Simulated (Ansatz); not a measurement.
Ansatz (a quantum-chemistry and plane-wave program) input (B3LYP/6-31G* with LANL2DZ past Ar): The .json file joins the Basis Set Exchange's 6-31G* for atoms up to Ar and LANL2DZ past it.

Ansatz 0.2 input:
```yaml
crystal:
  periodic: [false, false, false]
  atoms:
    - {symbol: Ta, position_ang: [0.12404695, -0.17803418, 0.12111255]}
    - {symbol: O, position_ang: [1.84960166, -0.45439402, -0.12280659]}
    - {symbol: O, position_ang: [-0.44161669, -0.84125005, 1.65525066]}
    - {symbol: Cl, position_ang: [-1.19525335, 1.37421457, -1.24122169]}
basis:
  gaussian:
    orbitals: 6-31Gs+LANL2DZ.json
hamiltonian:
  xc: {name: B3LYP}
total_charge: -1
magnetization: {spin_polarized: true, initial_magnetization: 1}
phonons: {temperatures: {t_min: 298.15, t_max: 298.15, t_step: 100}}
```

Output:

```
Functional definition: B3LYP
integrals: 0.02 GiB planned
760 factors; integrals over basis functions are off by at most 2.5e-4 eV
mean field: 0.39 GiB planned
mean field evaluation 1: about -18188.2844 eV, gradient 4.3e1 eV
mean field evaluation 2: about -18006.1098 eV, gradient 1.9e2 eV
mean field evaluation 4: about -18195.7905 eV, gradient 3.3e0 eV
mean field evaluation 8: about -18195.8850 eV, gradient 1.5e-1 eV
mean field evaluation 16: about -18195.8853 eV, gradient 7.5e-5 eV
mean field -18195.88532912 eV, -668.6864522312 hartree, gradient 7.5e-5 eV, S^2 0.754495; 0 other end points of the search recorded, 0 dependent functions left out
the calculation of the forces begins
reference -18195.88559640 eV, -668.6864620534 hartree; 24, 23 occupied and 47, 48 virtual orbitals, 760 factors
these checks for a lower state are left out or cut short: stability, starts, cluster_reference, orbital_swaps, neighbouring_geometries, increment
integrals: 0.02 GiB planned
760 factors; integrals over basis functions are off by at most 2.5e-4 eV
mean field: 0.39 GiB planned
mean field -18195.88521324 eV, -668.6864479725 hartree, gradient 1.8e-6 eV, S^2 0.754471; 0 other end points of the search recorded, 0 dependent functions left out
the calculation of the forces begins
reference -18195.88548052 eV, -668.6864577949 hartree; 24, 23 occupied and 47, 48 virtual orbitals, 760 factors
these checks for a lower state are left out or cut short: stability, starts, cluster_reference, orbital_swaps, neighbouring_geometries, increment
integrals: 0.02 GiB planned
760 factors; integrals over basis functions are off by at most 2.5e-4 eV
mean field: 0.39 GiB planned
mean field evaluation 32: about -18195.8852 eV, gradient 1.8e-6 eV
mean field -18195.88521858 eV, -668.6864481690 hartree, gradient 1.4e-6 eV, S^2 0.754520; 0 other end points of the search recorded, 0 dependent functions left out
the calculation of the forces begins
reference -18195.88548585 eV, -668.6864579909 hartree; 24, 23 occupied and 47, 48 virtual orbitals, 760 factors
these checks for a lower state are left out or cut short: stability, starts, cluster_reference, orbital_swaps, neighbouring_geometries, increment
integrals: 0.02 GiB planned
760 factors; integrals over basis functions are off by at most 2.5e-4 eV
mean field: 0.39 GiB planned
mean field -18195.88520807 eV, -668.6864477827 hartree, gradient 2.9e-6 eV, S^2 0.754484; 0 other end points of the search recorded, 0 dependent functions left out
the calculation of the forces begins
reference -18195.88547536 eV, -668.6864576052 hartree; 24, 23 occupied and 47, 48 virtual orbitals, 760 factors
these checks for a lower state are left out or cut short: stability, starts, cluster_reference, orbital_swaps, neighbouring_geometries, increment
integrals: 0.02 GiB planned
760 factors; integrals over basis functions are off by at most 2.5e-4 eV
mean field: 0.39 GiB planned
mean field -18195.88521151 eV, -668.6864479089 hartree, gradient 2.5e-6 eV, S^2 0.754506; 0 other end points of the search recorded, 0 dependent functions left out
the calculation of the forces begins
reference -18195.88547877 eV, -668.6864577307 hartree; 24, 23 occupied and 47, 48 virtual orbitals, 760 factors
these checks for a lower state are left out or cut short: stability, starts, cluster_reference, orbital_swaps, neighbouring_geometries, increment
integrals: 0.02 GiB planned
760 factors; integrals over basis functions are off by at most 2.5e-4 eV
mean field: 0.39 GiB planned
mean field -18195.88519288 eV, -668.6864472242 hartree, gradient 1.4e-6 eV, S^2 0.754522; 0 other end points of the search recorded, 0 dependent functions left out
the calculation of the forces begins
reference -18195.88546018 eV, -668.6864570474 hartree; 24, 23 occupied and 47, 48 virtual orbitals, 760 factors
these checks for a lower state are left out or cut short: stability, starts, cluster_reference, orbital_swaps, neighbouring_geometries, increment
integrals: 0.02 GiB planned
760 factors; integrals over basis functions are off by at most 2.5e-4 eV
mean field: 0.39 GiB planned
mean field -18195.88518643 eV, -668.6864469872 hartree, gradient 2.7e-6 eV, S^2 0.754469; 0 other end points of the search recorded, 0 dependent functions left out
the calculation of the forces begins
reference -18195.88545367 eV, -668.6864568084 hartree; 24, 23 occupied and 47, 48 virtual orbitals, 760 factors
these checks for a lower state are left out or cut short: stability, starts, cluster_reference, orbital_swaps, neighbouring_geometries, increment
integrals: 0.02 GiB planned
760 factors; integrals over basis functions are off by at most 2.5e-4 eV
mean field: 0.39 GiB planned
mean field -18195.88532290 eV, -668.6864520027 hartree, gradient 2.5e-6 eV, S^2 0.754490; 0 other end points of the search recorded, 0 dependent functions left out
the calculation of the forces begins
reference -18195.88559018 eV, -668.6864618249 hartree; 24, 23 occupied and 47, 48 virtual orbitals, 760 factors
these checks for a lower state are left out or cut short: stability, starts, cluster_reference, orbital_swaps, neighbouring_geometries, increment
integrals: 0.02 GiB planned
760 factors; integrals over basis functions are off by at most 2.5e-4 eV
mean field: 0.39 GiB planned
mean field evaluation 64: about -18195.8554 eV, gradient 9.7e-2 eV
mean field -18195.88532363 eV, -668.6864520295 hartree, gradient 1.2e-6 eV, S^2 0.754500; 0 other end points of the search recorded, 0 dependent functions left out
the calculation of the forces begins
reference -18195.88559091 eV, -668.6864618516 hartree; 24, 23 occupied and 47, 48 virtual orbitals, 760 factors
these checks for a lower state are left out or cut short: stability, starts, cluster_reference, orbital_swaps, neighbouring_geometries, increment
integrals: 0.02 GiB planned
760 factors; integrals over basis functions are off by at most 2.5e-4 eV
mean field: 0.39 GiB planned
mean field -18195.88531999 eV, -668.6864518957 hartree, gradient 3.0e-6 eV, S^2 0.754491; 0 other end points of the search recorded, 0 dependent functions left out
the calculation of the forces begins
reference -18195.88558726 eV, -668.6864617175 hartree; 24, 23 occupied and 47, 48 virtual orbitals, 760 factors
these checks for a lower state are left out or cut short: stability, starts, cluster_reference, orbital_swaps, neighbouring_geometries, increment
integrals: 0.02 GiB planned
760 factors; integrals over basis functions are off by at most 2.5e-4 eV
mean field: 0.39 GiB planned
mean field -18195.88532152 eV, -668.6864519520 hartree, gradient 1.7e-6 eV, S^2 0.754499; 0 other end points of the search recorded, 0 dependent functions left out
the calculation of the forces begins
reference -18195.88558881 eV, -668.6864617746 hartree; 24, 23 occupied and 47, 48 virtual orbitals, 760 factors
these checks for a lower state are left out or cut short: stability, starts, cluster_reference, orbital_swaps, neighbouring_geometries, increment
integrals: 0.02 GiB planned
760 factors; integrals over basis functions are off by at most 2.5e-4 eV
mean field: 0.39 GiB planned
mean field -18195.88531332 eV, -668.6864516504 hartree, gradient 1.1e-6 eV, S^2 0.754493; 0 other end points of the search recorded, 0 dependent functions left out
the calculation of the forces begins
reference -18195.88558057 eV, -668.6864614717 hartree; 24, 23 occupied and 47, 48 virtual orbitals, 760 factors
these checks for a lower state are left out or cut short: stability, starts, cluster_reference, orbital_swaps, neighbouring_geometries, increment
integrals: 0.02 GiB planned
760 factors; integrals over basis functions are off by at most 2.5e-4 eV
mean field: 0.39 GiB planned
mean field -18195.88531217 eV, -668.6864516083 hartree, gradient 1.1e-6 eV, S^2 0.754497; 0 other end points of the search recorded, 0 dependent functions left out
the calculation of the forces begins
reference -18195.88557947 eV, -668.6864614313 hartree; 24, 23 occupied and 47, 48 virtual orbitals, 760 factors
these checks for a lower state are left out or cut short: stability, starts, cluster_reference, orbital_swaps, neighbouring_geometries, increment
integrals: 0.02 GiB planned
760 factors; integrals over basis functions are off by at most 2.5e-4 eV
mean field: 0.39 GiB planned
mean field evaluation 96: about -18195.8554 eV, gradient 8.8e-2 eV
mean field -18195.88532283 eV, -668.6864519999 hartree, gradient 2.6e-6 eV, S^2 0.754495; 0 other end points of the search recorded, 0 dependent functions left out
the calculation of the forces begins
reference -18195.88559009 eV, -668.6864618215 hartree; 24, 23 occupied and 47, 48 virtual orbitals, 760 factors
these checks for a lower state are left out or cut short: stability, starts, cluster_reference, orbital_swaps, neighbouring_geometries, increment
integrals: 0.02 GiB planned
760 factors; integrals over basis functions are off by at most 2.5e-4 eV
mean field: 0.39 GiB planned
mean field -18195.88532189 eV, -668.6864519655 hartree, gradient 2.8e-6 eV, S^2 0.754496; 0 other end points of the search recorded, 0 dependent functions left out
the calculation of the forces begins
reference -18195.88558918 eV, -668.6864617882 hartree; 24, 23 occupied and 47, 48 virtual orbitals, 760 factors
Total energy: -18195.88559640 eV, -668.6864620534 hartree
Atom 0 at     0.124047    -0.178034     0.121113 Å, force    -0.000744     0.000852    -0.000773 eV/Å
Atom 1 at     1.849602    -0.454394    -0.122807 Å, force     0.001078    -0.000162    -0.000319 eV/Å
Atom 2 at    -0.441617    -0.841250     1.655251 Å, force    -0.000514    -0.000431     0.000917 eV/Å
Atom 3 at    -1.195253     1.374215    -1.241222 Å, force     0.000180    -0.000258     0.000175 eV/Å
Dipole moment:    -0.205285     0.126418    -0.237027 e Å
Vibrations: 25.42 124.59 250.52 331.64 903.42 953.63 cm⁻¹, zero-point energy 0.160512 eV
```

The blocks after the first are displaced geometries, from whose forces the wavenumbers follow.

The dipole moment of an ion depends on the origin.
